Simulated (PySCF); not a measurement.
A structure optimised at PBE0-D3(BJ)/def2-SVP, used in a PySCF frequency run:

```
N
H 1 1.0203
C 1 1.3450 2 118.29
C 1 1.3450 2 118.29 3 180.00
C 4 1.3828 1 119.33 2 180.00
C 3 1.3828 1 119.33 2 180.00
H 5 1.0912 4 119.53 1 -180.00
H 6 1.0912 3 119.53 1 -180.00
H 3 1.0916 1 116.99 2 0.00
H 4 1.0916 1 116.99 2 0.00
C 5 1.3965 7 121.52 4 -180.00
H 11 1.0929 5 120.00 7 0.00
```
Charge +1, spin multiplicity 1.

Task: Write its SMILES, formula and point group.

Result: c1cc[nH+]cc1, C5H6N, C2v

Task: What are its rotational constants (standard atomic weights)?

Result: 5.8054, 5.6761, 2.8700 GHz
